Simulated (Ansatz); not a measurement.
Basis-set extrapolation for BClH9NSi3 (`BN([SiH2][SiH3])[SiH2]Cl`) (PBE0-D4/def2-TZVP geometry, frozen core, the Gaussian-basis code of Ansatz). Multiplicity 1, RHF reference.

```
                       def2-TZVPP    def2-QZVPP
                 HF  -1410.879083  -1410.923288
    MP2 correlation     -0.871890     -0.940397
CCSD(T) correlation     -0.995626       not run
```

Energies in hartree. Use E(X) = E(∞) + A·exp(−7.88·√X) for Hartree–Fock and E(X) = E(∞) + B·X^(−2.97) for correlation, with X = 3 and 4, and add CCSD(T) minus MP2 of the smaller set to the MP2 limit.

Question: What is the CCSD(T) energy at the basis-set limit?

Answer: HF limit: -1410.923288 + (-0.044205) × 0.13774 = -1410.92938. MP2 limit: -0.940397 + (-0.068507) × 0.74074 = -0.99114. Higher-order term: -0.995626 − (-0.871890) = -0.12374. Total: -1412.04426 hartree, 445.2 kJ/mol below CCSD(T)/def2-TZVPP.
